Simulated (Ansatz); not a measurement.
Geometry optimisation, RKS PBE0-D4/def2-SVP in Ansatz 0.2.0.

Input:

```yaml
crystal:
  periodic: [false, false, false]
  atoms:
    - { symbol: Si, position_ang: [-0.781743, -0.145873, 1.022705] }
    - { symbol: "N", position_ang: [1.396553, 0.042904, -1.185073] }
    - { symbol: "N", position_ang: [-1.704815, -0.157714, -0.259504] }
    - { symbol: H, position_ang: [0.381504, -0.030953, -1.282894] }
    - { symbol: F, position_ang: [-0.399305, 0.961659, 2.113879] }
    - { symbol: F, position_ang: [0.011183, -1.455349, 1.475479] }
    - { symbol: H, position_ang: [1.640439, 0.905597, -0.705142] }
    - { symbol: H, position_ang: [1.739809, -0.753445, -0.653576] }
    - { symbol: H, position_ang: [-2.283724, 0.633074, -0.525875] }
basis:
  gaussian: { orbitals: def2-SVP }
hamiltonian:
  xc: pbe0
  dispersion: d4
relax:
  f_tol: 0.03
  max_steps: 50
```

Command:

```bash
$ ansatz run input.yaml --threads 2 --pin off --max-ram 3072MiB --backend cpu --events-out ev --progress --plain --runs-dir out
```

Question: Where does it end, and by what steps?

Answer: It converged. After 24 steps the energy has fallen by 1.557 eV; N2 moved furthest, 0.73 Å. Joined: Si1–N2.

```csv
step,energy less start (eV),largest force component (eV/Å),accepted
0,0.0000,0.411,yes
1,-0.0950,0.741,yes
2,-0.1949,1.121,yes
3,-0.3266,1.481,yes
4,-0.5829,2.552,yes
5,-0.9607,2.004,yes
6,-1.2179,2.986,yes
7,-1.1968,2.124,no
8,-1.4389,0.290,yes
9,-1.4167,1.527,no
10,-1.4538,0.204,yes
11,-1.4659,0.276,yes
12,-1.4783,0.531,yes
13,-1.4751,1.508,no
14,-1.4930,0.494,yes
15,-1.5115,0.323,yes
16,-1.5288,0.688,yes
17,-1.5362,0.871,yes
18,-1.5492,0.225,yes
19,-1.5297,0.679,no
20,-1.5543,0.067,yes
21,-1.5561,0.089,yes
22,-1.5547,0.346,no
23,-1.5568,0.036,yes
24,-1.5572,0.006,yes
```

```xyz
9
Properties=species:S:1:pos:R:3
Si -0.485 -0.053 0.628
N 1.014 0.018 -0.568
N -1.650 0.133 -0.439
H 0.541 0.117 -1.472
F 0.073 1.052 1.689
F -0.049 -1.427 1.388
H 1.620 0.824 -0.401
H 1.581 -0.832 -0.558
H -2.645 0.169 -0.266
```

Time of the run: 46 s on 2 threads of Intel(R) Xeon(R) Platinum 8375C CPU @ 2.90GHz (Ice Lake) (shared host), peak memory 0.21 GiB.
